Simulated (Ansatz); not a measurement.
The same path of C$_{2}$H$_{3}$NSi (7 atoms, charge 0, multiplicity 1) was run twice with different band settings. The coordinate that changes most is the dihedral H5–N1–C2–C4.

The calculation used Ansatz, RKS PBE0/def2-SVP.

Relaxed end points:

```xyz
7
Properties=species:S:1:pos:R:3
N -0.578 1.042 -0.071
C 0.106 -0.026 0.337
Si 1.007 -1.090 1.558
C 0.586 -1.191 -0.192
H -0.892 1.143 -1.029
H -0.803 1.789 0.572
H 0.574 -1.667 -1.176
```

```xyz
7
Properties=species:S:1:pos:R:3
N -0.578 1.042 -0.071
C 0.106 -0.026 0.338
Si 1.007 -1.090 1.558
C 0.586 -1.190 -0.192
H -0.804 1.788 0.572
H -0.890 1.143 -1.029
H 0.575 -1.667 -1.176
```

Common settings: movable images 9; climbing image yes; optimiser quadratic models (default); start path through a guess of the saddle point; force threshold 0.05 eV/Å; iteration limit 60; end points relaxed.

| run | spring |
| --- | --- |
| 1 | 5.0 eV/Å² |
| 2 | 2.0 to 10.0 eV/Å², energy-weighted |

Task: What does each run give, and how far can it be trusted?

Result: Run 1: converged after 9 iterations, highest image 0.806 eV above the first end. A vibrational analysis at the climbing image gives one clearly imaginary mode, 445i cm⁻¹: a first-order saddle point.
Run 2: converged after 10 iterations, highest image 0.806 eV above the first end. Another band between the same ends (9 images) ends at a top of the same energy, where a vibrational analysis finds 1 clearly imaginary mode.
